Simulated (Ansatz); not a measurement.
One change: `C[SiH](Cl)CCl` becomes `ClC[SiH](Cl)I`.

Ansatz, PBE0-D4/def2-TZVP geometries, multiplicity 1. Each molecule was computed in one conformer, which needn't be the lowest.

Elements past krypton have def2 core potentials.

| property | `C[SiH](Cl)CCl` |
| --- | --- |
| LUMO energy (PBE0/def2-TZVPP) / eV | 0.15 |
| HOMO–LUMO gap (ωB97M-V/def2-TZVPP) / eV | 12.56 |
| HOMO energy (PBE0/def2-TZVPP) / eV | -8.18 |
| HOMO energy (B3LYP/def2-TZVPP) / eV | -7.94 |
| size of the dipole moment (PBE/def2-TZVPP) / D | 0.77 |
| HOMO–LUMO gap (PBE0/def2-TZVPP) / eV | 8.33 |

(1) Give the same properties after the change, and the shifts. (An estimate is asked.)

Answers

(1) Computed: 
| property | `ClC[SiH](Cl)I` | shift |
| --- | --- | --- |
| LUMO energy (PBE0/def2-TZVPP) / eV | -0.77 | -0.92 |
| HOMO–LUMO gap (ωB97M-V/def2-TZVPP) / eV | 11.15 | -1.41 |
| HOMO energy (PBE0/def2-TZVPP) / eV | -7.93 | 0.25 |
| HOMO energy (B3LYP/def2-TZVPP) / eV | -7.67 | 0.27 |
| size of the dipole moment (PBE/def2-TZVPP) / D | 1.02 | 0.25 |
| HOMO–LUMO gap (PBE0/def2-TZVPP) / eV | 7.16 | -1.17 |

With PBE0 the HOMO rises by 0.25 eV and the LUMO falls by 0.92 eV, so the gap narrows by about 1.17 eV. PBE moves the HOMO by 0.09 eV and ωB97M-V by 0.35 eV. Dipoles are sizes alone; their direction can turn.

B3LYP here is the variant with VWN-RPA as its local correlation; programs differ in this.

Spin–orbit coupling is left out; it splits and shifts lone-pair levels of the heavy atoms by tenths of an eV.
